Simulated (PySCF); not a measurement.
Gas-phase reaction: 2 SbF5 + 5 SF2 → 2 Sb + 5 SF4

Energies from PySCF, thermal terms from the rigid-rotor harmonic-oscillator model, ideal gas at 1 bar. S°(298 K) at PBE0/def2-TZVP differs from the NASA 1993 table for SF4 (-5 J/mol/K); whether the harmonic model or the table's entry is off was not settled. † marks an energy on the PBE0/def2-TZVP geometry and frequencies. MP2 and CCSD(T) freeze the core. Open shells (unrestricted): Sb (multiplicity 4); the rest are closed-shell singlets. Sb: scalar-relativistic def2 core potential, no spin-orbit coupling. MP2 isn't extrapolated to the basis-set limit; its ΔH°(298 K) is 784.6 kJ in def2-SVP and 543.8 kJ in def2-TZVPP. CCSD(T) isn't extrapolated to the basis-set limit; its ΔH°(298 K) is 782.6 kJ in def2-SVP and 641.4 kJ in def2-TZVPP. The harmonic model lacks anharmonicity and excited electronic states, which grow with temperature; levels with a mode under 35 cm⁻¹ are left out. Soft modes under 120 cm⁻¹ make the harmonic entropy rough for SbF5.

```csv
level,"ΔE electronic, kJ","ΔH°(298 K), kJ","ΔS°(298 K), J/K","ΔG°(800 K), kJ"
BLYP/def2-TZVP†,614,636,-146,753
CCSD(T)/def2-SVP†,760,783,-146,900
CCSD(T)/def2-TZVPP†,619,641,-146,758
M06-2X/def2-TZVP†,618,640,-146,757
MP2/def2-SVP†,762,785,-146,901
MP2/def2-TZVPP†,521,544,-146,661
PBE0/def2-QZVP†,536,559,-146,676
r2SCAN/def2-TZVP†,475,497,-146,614
ωB97M-V/def2-TZVP†,569,591,-146,708
ωB97X-V/def2-TZVP†,661,684,-146,801
```
ΔH° is lowest at r2SCAN/def2-TZVP† and highest at MP2/def2-SVP†. No reference value is set beside these.
